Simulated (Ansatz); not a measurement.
`O=C[SiH]([SiH3])Cl` + `N[SiH2]O[SiH3]` → `[SiH3]N[SiH2]O[SiH3]` + `O=C[SiH2]Cl`  (cleavage of the Si–Si bond)

Program: Ansatz. Geometries: PBE0-D4/def2-TZVP. ΔE: electronic, gas phase. CBS: MP2 limit from def2 TZ/QZ plus the TZ coupled-cluster correction, frozen cores. Functionals use def2-TZVPP. Each species was taken in one conformer, which may not be the lowest.

```json
{"level": "B2PLYP", "ΔE (eV)": "-0.53"}
{"level": "MP2/def2-QZVPP", "ΔE (eV)": "-0.61"}
```

What does CCSD(T)/CBS give? (Best estimate.)

Ansatz gave: -0.53 eV. The listed levels differ from it by 0.00, -0.08 eV.

Largest T1 diagnostic among the species: 0.014.

From PBE to PBE0 (25 % exact exchange), in def2-TZVPP and without D4, ΔE moves by −0.08 eV. In def2-TZVPP, CCSD(T) changes the Hartree–Fock value by +0.12 eV (the triples alone add +0.02 eV) and MP2 by +0.06 eV.
